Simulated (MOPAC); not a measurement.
MOPAC input (PM3):

```
PM3 PRECISE GNORM=0.05 LET XYZ GEO-OK AUX(PRECISION=9) THREADS=1
HBeBrS

Be   -0.46050700 1    0.43378700 1    0.14030200 1
Br    0.94825600 1   -0.85340500 1   -0.31289800 1
S    -1.81264700 1    1.70193000 1    0.55559700 1
H    -2.34459300 1    0.90313000 1    1.50067500 1
```

From the output:

```
                                                       MOPAC v23.2.5 Linux

          FINAL HEAT OF FORMATION =        -39.24652 KCAL/MOL =    -164.20744 KJ/MOL

          COSMO AREA              =        109.84 SQUARE ANGSTROMS
          COSMO VOLUME            =         95.58 CUBIC ANGSTROMS

          GRADIENT NORM           =          0.02688          =       0.01344 PER ATOM
          IONIZATION POTENTIAL    =         10.257096 EV
          HOMO LUMO ENERGIES (EV) =        -10.257 -1.599
          NO. OF FILLED LEVELS    =          8
          MOLECULAR WEIGHT        =        121.9841         POINT GROUP:  Cs

          MOLECULAR DIMENSIONS (Angstroms)

            Atom       Atom       Distance
            H     4   Br     2     4.02328
            S     3    H     4     1.19396
           Be     1    S     3     0.00000

          SCF CALCULATIONS        =         12

   ATOM   CHEMICAL          X               Y               Z
  NUMBER   SYMBOL      (ANGSTROMS)     (ANGSTROMS)     (ANGSTROMS)

     1      Be         -0.40768776  *   0.39577898  *   0.11713417  *
     2      Br          0.89013540  *  -0.80305993  *  -0.29253810  *
     3       S         -1.75637588  *   1.64282772  *   0.54212495  *
     4       H         -2.30240557  *   0.90185279  *   1.46465315  *

                             CARTESIAN COORDINATES

   1   Be       -0.407687756     0.395778976     0.117134171
   2   Br        0.890135395    -0.803059930    -0.292538100
   3    S       -1.756375876     1.642827718     0.542124950
   4    H       -2.302405570     0.901852789     1.464653154

           Empirical Formula: H Be Br S  =     4 atoms

      MOLECULAR POINT GROUP   :   Cs

                  EIGENVALUES
 -27.53474 -19.54661 -15.26177 -14.61691 -13.27244 -13.25162 -11.89600 -10.25710
  -1.59880   0.38357   1.52638   1.52653   1.83390

              NET ATOMIC CHARGES AND DIPOLE CONTRIBUTIONS

  ATOM NO.   TYPE          CHARGE      No. of ELECS.   s-Pop       p-Pop
    1         Be           0.617015        1.3830     0.80102     0.58196
    2         Br          -0.415692        7.4157     1.79497     5.62072
    3          S          -0.210954        6.2110     1.89882     4.31213
    4          H           0.009631        0.9904     0.99037
 DIPOLE           X         Y         Z       TOTAL
 POINT-CHG.    -1.312     1.153     0.450     1.804
 HYBRID         0.164    -1.375     0.685     1.545
 SUM           -1.148    -0.222     1.135     1.630

          ATOMIC ORBITAL ELECTRON POPULATIONS

     Atom    s        px        py        pz
    1 Be   0.80102   0.27468   0.22244   0.08485
    2 Br   1.79497   1.82030   1.83958   1.96083
    3  S   1.89882   1.48672   1.34956   1.47585
    4  H   0.99037

 **********************
 *                    *
 * JOB ENDED NORMALLY *
 *                    *
 **********************

 == MOPAC DONE ==
```

The geometry given is a B3LYP-D3(BJ)/def2-TZVP minimum.
